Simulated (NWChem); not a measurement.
Molecule: fluoroethane (C₂H₅F); SMILES CCF

Results from NWChem. Pople sets run with spherical d functions. All runs use the structure optimised with B3LYP/6-31G* (spherical d). Computed dipoles belong to the equilibrium geometry; the measured one is vibrationally averaged.

Measured dipole moment: 1.96 D (NIST CCCBDB, as tabulated in the package chemicals).

```
level                    dipole moment (D)  computed − measured
-----------------------  -----------------  -------------------
Hartree-Fock/STO-3G                   1.23                -0.73
Hartree-Fock/3-21G                    2.22                +0.26
Hartree-Fock/6-31G*                   2.06                +0.10
Hartree-Fock/6-31+G*                  2.28                +0.32
Hartree-Fock/6-311G**                 2.16                +0.20
Hartree-Fock/6-311++G**               2.29                +0.33
```
